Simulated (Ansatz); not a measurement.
Computed with Ansatz on PBE0-D4/def2-TZVP structures; ΔE is electronic, products minus reactants. CCSD(T)/CBS is the MP2 limit (def2-TZVPP, def2-QZVPP) plus CCSD(T) − MP2 in def2-TZVPP, frozen cores. This one scheme is used for every species. DFT in def2-TZVPP. B3LYP here is the variant with VWN-RPA as its local correlation; programs differ in this. One conformer a species, not always the lowest.

Consider the formal hydrolysis of the Si–B bond: `B[Si](O)(F)Cl` + H₂O → `O[Si](O)(F)Cl` + BH₃.

**Question.** Is it downhill or uphill in electronic energy at CCSD(T)/CBS, and by how much? (Estimate.)

**Answer.** The calculation gave: Downhill: ΔE = -1.31 eV.

**Question.** What do these levels give: r2SCAN-D4, B3LYP-D4, MP2/def2-TZVPP, CCSD/def2-TZVPP, HF/def2-QZVPP, HF/CBS(def2)? (Estimate.)

**Answer.** The calculation gave: r2SCAN-D4 -1.33, B3LYP-D4 -1.30, MP2/def2-TZVPP -1.41, CCSD/def2-TZVPP -1.37, HF/def2-QZVPP -1.58, HF/CBS(def2) -1.58 eV.

Largest T1 diagnostic among the species: 0.011.

From PBE to PBE0 (25 % exact exchange), in def2-TZVPP and without D4, ΔE moves by −0.11 eV. In def2-TZVPP, CCSD(T) changes the Hartree–Fock value by +0.22 eV (the triples alone add +0.03 eV) and MP2 by +0.16 eV.
